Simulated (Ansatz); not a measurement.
A run for Ansatz (an electronic-structure program): R-B3LYP/def2-TZVPPD on AlH3 (SMILES [AlH3]) with ghost functions, monomers drawn apart or pushed together. Files ending in .json are basis or fitting sets from the Basis Set Exchange.

Ansatz 0.2 input:
```yaml
crystal:
  periodic: [false, false, false]
  atoms:
    - {symbol: Al, position_ang: [0.28219905, 0.62545735, 0.56096258]}
    - {symbol: H, position_ang: [-0.54047815, -0.29260812, -0.44148129]}
    - {symbol: H, position_ang: [-0.24747156, 2.09128831, 0.86980076]}
    - {symbol: H, position_ang: [1.81159463, 0.28935591, 0.83026113]}
basis:
  gaussian:
    orbitals: def2-TZVPPD.json
    ghost_atoms:
      - {symbol: As, position_ang: [-1.02539126, -0.93567821, 3.69376337]}
      - {symbol: H, position_ang: [-0.56028655, -0.43569575, 5.04159914]}
      - {symbol: H, position_ang: [-0.80627576, -2.40715469, 3.95784847]}
      - {symbol: H, position_ang: [-2.50669867, -0.91412123, 3.99079856]}
hamiltonian:
  xc: {name: B3LYP}
scf: {lower_state_search: off}
```

It printed:

```
WARN ansatz: RAYON_NUM_THREADS=2 ignored (pool sized by the plan → 2); use --threads N
Functional definition: B3LYP
these checks for a lower state are left out or cut short: stability, starts, cluster_reference, orbital_swaps, neighbouring_geometries, increment
integrals: 0.11 GiB planned
1040 factors; their error is unknown
mean field: 0.85 GiB planned
mean field evaluation 1: about -6645.2156 eV, gradient 1.3e1 eV
mean field evaluation 2: about -6645.7618 eV, gradient 4.8e0 eV
mean field evaluation 4: about -6645.8381 eV, gradient 7.1e-2 eV
mean field evaluation 8: about -6645.8523 eV, gradient 3.0e-4 eV
mean field -6645.85226953 eV, -244.2305661849 hartree, gradient 5.1e-6 eV, S^2 0.000000; 0 other end points of the search recorded, 0 dependent functions left out
reference -6645.85251248 eV, -244.2305751129 hartree; 8, 8 occupied and 196, 196 virtual orbitals, 1040 factors
Total energy: -6645.85251248 eV, -244.2305751129 hartree
Checks for a lower state left out: stability, starts, cluster_reference, orbital_swaps, neighbouring_geometries, increment
```

The calculation finished and met its thresholds.

Cost: roughly 2.4 core-seconds.
